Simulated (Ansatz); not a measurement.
Input file for Ansatz (a quantum-chemistry and plane-wave program): R-CCSD(T)/def2-SVP on ClHPb (SMILES [Cl][PbH]), a point of a bond scan (R = 2.493 Å). Elements past Kr take the def2 small-core potentials; no spin–orbit coupling. The run froze 14 orbitals, filled d shells among them.

Ansatz 0.2 input:
```yaml
crystal:
  periodic: [false, false, false]
  atoms:
    - {symbol: Pb, position_ang: [-0.21816163, -0.21253453, 0.29359630]}
    - {symbol: H, position_ang: [-1.37766248, -0.88691623, -0.99885930]}
    - {symbol: Cl, position_ang: [1.13334803, 1.07733808, -1.35741397]}
basis:
  gaussian:
    orbitals: def2-SVP
    pivot_positions_ang: [[-0.21816163, -0.21253453, 0.29359630], [-1.37766248, -0.88691623, -0.99885930], [1.13334803, 1.07733808, -1.35741397]]
magnetization: {spin_polarized: false}
correlation: {method: ccsd_t, electrons: outside_noble_gas}
scf: {lower_state_search: off}
output: {orbitals: {seedname: ./end}}
```

Program output:

```
WARN ansatz: RAYON_NUM_THREADS=1 ignored (pool sized by the plan → 1); use --threads N
Functional definition: HF
these checks for a lower state are left out or cut short: stability, starts, cluster_reference, orbital_swaps, neighbouring_geometries, increment
integrals: 0.02 GiB planned
583 factors; integrals over basis functions are off by at most 2.7e-4 eV
mean field: 0.11 GiB planned
mean field evaluation 1: about -17735.3611 eV, gradient 1.5e1 eV
mean field evaluation 2: about -17735.4040 eV, gradient 1.5e1 eV
mean field evaluation 4: about -17736.2930 eV, gradient 1.0e0 eV
mean field evaluation 8: about -17736.3034 eV, gradient 1.5e-3 eV
mean field -17736.30335079 eV, -651.7971260435 hartree, gradient 8.0e-7 eV, S^2 0.000000; 0 other end points of the search recorded, 0 dependent functions left out
14 core orbitals not correlated
reference -17736.30335079 eV, -651.7971260435 hartree; 6, 6 occupied and 29, 29 virtual orbitals, 583 factors
second order -5.23347064 eV of doubles, -0.00000000 eV of singles
coupled cluster: 0.07 GiB planned
cycle   1  -5.72326513 eV  change   -4.9e-1 eV  update   7.0e-2
cycle   2  -5.90819765 eV  change   -1.8e-1 eV  update   2.5e-2
cycle   3  -5.95225592 eV  change   -4.4e-2 eV  update   1.5e-2
cycle   4  -5.94946109 eV  change    2.8e-3 eV  update   4.3e-3
cycle   5  -5.94886092 eV  change    6.0e-4 eV  update   1.6e-3
cycle   6  -5.94891293 eV  change   -5.2e-5 eV  update   6.7e-4
cycle   7  -5.94886738 eV  change    4.6e-5 eV  update   2.5e-4
cycle   8  -5.94890772 eV  change   -4.0e-5 eV  update   7.0e-5
cycle   9  -5.94890709 eV  change    6.3e-7 eV  update   2.1e-5
cycle  10  -5.94890083 eV  change    6.3e-6 eV  update   6.5e-6
perturbative correction -0.13228989 eV, -0.0048615638 hartree
Total energy: -17742.38454151 eV, -652.0206056803 hartree
Checks for a lower state left out: stability, starts, cluster_reference, orbital_swaps, neighbouring_geometries, increment
```

The run converged.

Cost: around 0.7 core-seconds (rough).
